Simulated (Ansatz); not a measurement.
BCl, singlet, at a GFN2-xTB geometry; MP2/STO-3G (Ansatz, an electronic-structure program).

The Ansatz input:
Ansatz 0.2 input:
```yaml
crystal:
  periodic: [false, false, false]
  atoms:
    - {symbol: B, position_ang: [-0.00000000, -0.00000000, -1.22002676]}
    - {symbol: Cl, position_ang: [0.00000000, 0.00000000, 0.35883140]}
basis:
  gaussian:
    orbitals: STO-3G
magnetization: {spin_polarized: false}
correlation: {method: mp2, electrons: outside_noble_gas}
accuracy: high
```

What the program printed (banner, timings and long lists left out):

```
Functional definition: HF
224 factors; integrals over basis functions are off by at most 2.2e-8 eV
mean field evaluation 1: about -13029.0341 eV, gradient 1.0e1 eV
mean field evaluation 2: about -13029.0527 eV, gradient 1.0e1 eV
mean field evaluation 4: about -13029.5078 eV, gradient 4.3e-1 eV
mean field evaluation 8: about -13029.5084 eV, gradient 2.3e-6 eV
mean field -13029.50843129 eV, -478.8256031321 hartree, gradient 7.6e-8 eV, S^2 0.000000; 0 other end points of the search recorded, 0 dependent functions left out; unrestricted orbitals would lower it
mean field evaluation 16: about -13029.6047 eV, gradient 1.0e-1 eV
6 core orbitals not correlated
reference -13029.50843129 eV, -478.8256031321 hartree; 5, 5 occupied and 3, 3 virtual orbitals, 224 factors
second order -1.07519607 eV of doubles, -0.00000000 eV of singles
Total energy: -13030.58362736 eV, -478.8651158588 hartree
```
